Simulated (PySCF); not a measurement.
# Ionisation energy of Sc⁺ by level of theory

Sc⁺ [Ar] 3d1 4s1 (3D) → Sc²⁺ [Ar] 3d1 (2D), as a difference of total energies. Calculation: PySCF 2.14, in 6-31G* (5s4p2d1f, 34 functions); no relativity, point nucleus. Correlated levels: valence: [Ar] frozen. The calculations carry no spin-orbit coupling.

```tsv
method	ionisation energy (eV)
UHF	12.159
B3LYP	12.989
MP2 (valence)	12.197
SCS-MP2 (valence)	12.172
```

**Question.** How much does correlation contribute at MP2 (valence)?

**Answer.** 12.197 − (12.159) = 0.038 eV, measured against UHF.

These non-relativistic numbers lack the scalar-relativistic shift.

The reference lies between the lowest fine-structure levels, while these numbers refer to the centres of the terms.

Errors of the correlated levels include the incompleteness of this basis and the frozen core.

For comparison: 12.800 eV (measured; NIST Atomic Spectra Database, ionization energies).
